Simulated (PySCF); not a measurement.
**Electron correlation in Be⁺ (beryllium, charge +1)**

[He] 2s1, 2S determinant. Computed with PySCF 2.14 in x2c-QZVPPall, with scalar relativity by spin-free X2C-1e. Frozen: nothing; 3 electrons correlated.

```tsv
level	correlation energy (mhartree)
CCSD	-22.63
(T)	-0.02
CCSD(T)	-22.65
CCSDT	-22.66
```

Diagnostics: T1 = 0.0013, D1 = 0.0024, largest double amplitude 0.011.

Cost of the coupled-cluster step: of the order of 0.9 core-seconds, for 3 correlated electrons.

This basis was not built for core-valence correlation, so the inner-shell part is incomplete.
